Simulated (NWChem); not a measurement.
A series in which one site is exchanged, each optimised at B3LYP/6-31G* with NWChem, gas phase unless a solvent is named. All stand in one matching conformer (torsions within 35°), which need not be the lowest. Pople sets run with spherical d functions. This build's default masses of Se (78.918 u) and Br (79.917 u) are each other's, which moves their modes by up to 0.6 %. Shieldings are non-relativistic GIAO values without spin-orbit effects.

A: [MgH][O][SiH3] (MgSiH4O; site = H)
B: [F][Mg][O][SiH3] (MgSiH₃OF; site = F)
C: [Mg]([O][SiH3])[Br] (MgSiH₃OBr; site = Br)
D: [SiH3][O][Mg][Cl] (MgSiH3OCl; site = Cl)

Values for A:

| Property | Result |
|---|---|
| dipole (D), B3LYP/6-31G* | 1.21 |
| highest harmonic frequency (cm⁻¹), B3LYP/6-31G* | 2215 |
| static polarisability, PBE/def2-SVPD (bohr³) | 61.4 |
| 29Si shift against tetramethylsilane, PBE/pcSseg-1 (ppm) | -50.6 |
| 29Si shift against tetramethylsilane, KT2/pcSseg-1 (ppm) | -46.2 |

**Question.** How do these values change for the other members?

**Answer.** 
| change from A | B | C | D |
|---|---|---|---|
| dipole (D), B3LYP/6-31G* | -1.17 | -0.87 | -0.72 |
| highest harmonic frequency (cm⁻¹), B3LYP/6-31G* | +6 | +8 | +7 |
| static polarisability, PBE/def2-SVPD (bohr³) | -9.4 | +16.7 | +7.2 |
| 29Si shift against tetramethylsilane, PBE/pcSseg-1 (ppm) | +4.3 | +5.1 | +5.5 |
| 29Si shift against tetramethylsilane, KT2/pcSseg-1 (ppm) | +4.5 | +5.3 | +5.8 |
